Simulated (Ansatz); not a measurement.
# Relaxing a trial structure of C6H9Ga

The starting geometry of this gas-phase singlet was optimised with GFN2-xTB; its bonds are those of `C#[C][Ga]1[CH2]CC[CH2]1`.

```xyz
16

C    -2.3612   -3.5740    1.9349
C    -1.6437   -2.8402    1.2959
C    -0.4943    0.3900   -0.0913
C     0.4808    0.4332   -1.2746
C     1.6668   -0.5315   -1.0587
C     1.1866   -1.9824   -0.9264
Ga   -0.4738   -1.6392    0.2354
H    -2.9873   -4.2128    2.4959
H    -1.4592    0.8307   -0.3541
H    -0.0940    0.9610    0.7533
H     0.8687    1.4435   -1.4305
H    -0.0429    0.1314   -2.1884
H     2.3697   -0.4218   -1.8890
H     2.1853   -0.2348   -0.1402
H     0.9384   -2.3923   -1.9113
H     1.9611   -2.6204   -0.4938
```

Question: Predict what becomes of its bonds when it is optimised with B3LYP-D3(BJ)/def2-SVP.

Answer: It keeps its bonds, and is `C#[C][Ga]1[CH2]CC[CH2]1`.

The energy falls by 0.16 eV over 6 steps:

| step | E − E(last) (eV) |
| --- | --- |
| 1 | 0.157 |
| 2 | 0.021 |
| 3 | 0.003 |
| 4 | 0.000 |
| 5 | 0.000 |
| 6 | 0.000 |

Final geometry (Å):

```xyz
16

C    -2.3200   -3.5317    1.8980
C    -1.5973   -2.7911    1.2497
C    -0.5191    0.3321   -0.1136
C     0.4993    0.4602   -1.2666
C     1.6751   -0.5306   -1.0914
C     1.1666   -1.9701   -0.8632
Ga   -0.4649   -1.6289    0.2257
H    -2.9561   -4.1830    2.4701
H    -1.5067    0.7527   -0.3541
H    -0.1603    0.8577    0.7906
H     0.8864    1.4895   -1.3615
H    -0.0068    0.2342   -2.2235
H     2.3531   -0.4663   -1.9600
H     2.2701   -0.2134   -0.2148
H     0.8630   -2.4378   -1.8179
H     1.9189   -2.6328   -0.4103
```

The end wasn't checked by frequencies. Run with Ansatz 0.2.0, 23 s on 4 threads of Arm Neoverse V1 (shared host).
